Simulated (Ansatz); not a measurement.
Mulliken charges of ClFH3OScSi (`[F][Sc]([Cl])[O][SiH3]`) from PBE/def2-TZVPP in Ansatz (PBE0-D4/def2-TZVP geometry).

```csv
atom,x (Å),y (Å),z (Å),charge (e)
F1,1.569,-0.598,2.760,-0.360
Sc2,1.319,-0.984,0.987,1.002
Cl3,2.552,-2.617,-0.074,-0.270
O4,0.030,-0.012,0.058,-0.503
Si5,-1.106,0.852,-0.747,0.308
H6,-2.320,1.001,0.098,-0.060
H7,-1.476,0.158,-2.008,-0.057
H8,-0.570,2.200,-1.072,-0.061
```

By hand: the dipole of these point charges (1 e Å = 4.8032 D).

Σ q r = (-0.030, 0.001, -0.070) e Å, of length 0.076 e Å = 0.37 D.

How does the dipole of the full density compare? (Best estimate.)

Ansatz gave: (-0.223, 0.207, -0.054) e Å, 1.48 D; the point charges give 0.25 times that, at 63° from its direction.

Point charges leave out the atoms' own dipoles, such as those of lone pairs, and Mulliken's split depends on the basis, so the two needn't agree.
